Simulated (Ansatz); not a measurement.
One geometry of C2H5AlO2 (`C=C[O][AlH][OH]`), several functionals.

```yaml
crystal:
  periodic: [false, false, false]
  atoms:
    - {symbol: C, position_ang: [-1.101395, -1.590692, 0.357631]}
    - {symbol: C, position_ang: [0.188121, -1.274426, 0.359370]}
    - {symbol: O, position_ang: [0.723672, -0.144928, -0.130053]}
    - {symbol: Al, position_ang: [0.317286, 1.506095, -0.105437]}
    - {symbol: O, position_ang: [1.208354, 2.541957, -1.091663]}
    - {symbol: H, position_ang: [-1.421878, -2.537792, 0.769136]}
    - {symbol: H, position_ang: [-1.856888, -0.929309, -0.052026]}
    - {symbol: H, position_ang: [0.931434, -1.960591, 0.761648]}
    - {symbol: H, position_ang: [-0.815906, 2.082394, 0.808309]}
    - {symbol: H, position_ang: [1.910200, 2.256294, -1.673914]}
basis:
  gaussian: {orbitals: def2-TZVPP}
hamiltonian: {xc: pbe0, dispersion: d4}
output: {orbitals: {seedname: orbitals}}
```

```sh
$ ansatz run in.yaml --threads 4 --pin off --events-out ev --progress --plain --max-ram 10444MiB
```

Shortened log:

```
Functional definition: PBE0
1257 factors; their error is unknown
mean field evaluation 1: about -12829.7632 eV, gradient 8.0e1 eV
mean field evaluation 2: about -12813.7687 eV, gradient 1.2e2 eV
mean field evaluation 4: about -12841.1314 eV, gradient 6.0e0 eV
mean field evaluation 8: about -12841.2112 eV, gradient 2.1e-1 eV
mean field evaluation 16: about -12841.2312 eV, gradient 4.2e-5 eV
mean field -12841.23117726 eV, -471.9065416651 hartree, gradient 4.2e-5 eV, S^2 0.000000; 0 other end points of the search recorded, 0 dependent functions left out
reference -12841.23121198 eV, -471.9065429411 hartree; 23, 23 occupied and 213, 213 virtual orbitals, 1257 factors
Total energy: -12841.37946960 eV, -471.9119913082 hartree
```

Hardware: 4 threads of an Arm Neoverse V1 on a shared host. Wall time 2.4 s, peak host memory 0.5 GiB.

With the line `hamiltonian: {xc: {name: B3LYP}, dispersion: d4}` and forces (abridged; 3.6 s):

```
Functional definition: B3LYP
mean field evaluation 16: about -12852.3141 eV, gradient 2.9e-5 eV
mean field -12852.31405084 eV, -472.3138297572 hartree, gradient 2.9e-5 eV, S^2 0.000000
Total energy: -12852.59681952 eV, -472.3242213145 hartree
Atom 0 force    -0.150558    -0.048988     0.003020 eV/Å
Atom 1 force     0.036866    -0.322777     0.135574 eV/Å
Atom 2 force     0.108989     0.205216    -0.094538 eV/Å
Atom 3 force    -0.138529     0.082615     0.119521 eV/Å
Atom 4 force     0.029237     0.041023    -0.034004 eV/Å
Atom 5 force     0.003571     0.063851    -0.029197 eV/Å
Atom 6 force     0.043892    -0.056367     0.029632 eV/Å
Atom 7 force    -0.052501     0.046327    -0.026114 eV/Å
Atom 8 force     0.077426    -0.035526    -0.061269 eV/Å
Atom 9 force     0.041607     0.024627    -0.042625 eV/Å
Dipole moment:     0.132166    -0.107504    -0.040395 e Å
```

B3LYP takes the VWN-RPA correlation (the form of Gaussian; ORCA's B3LYP/G).
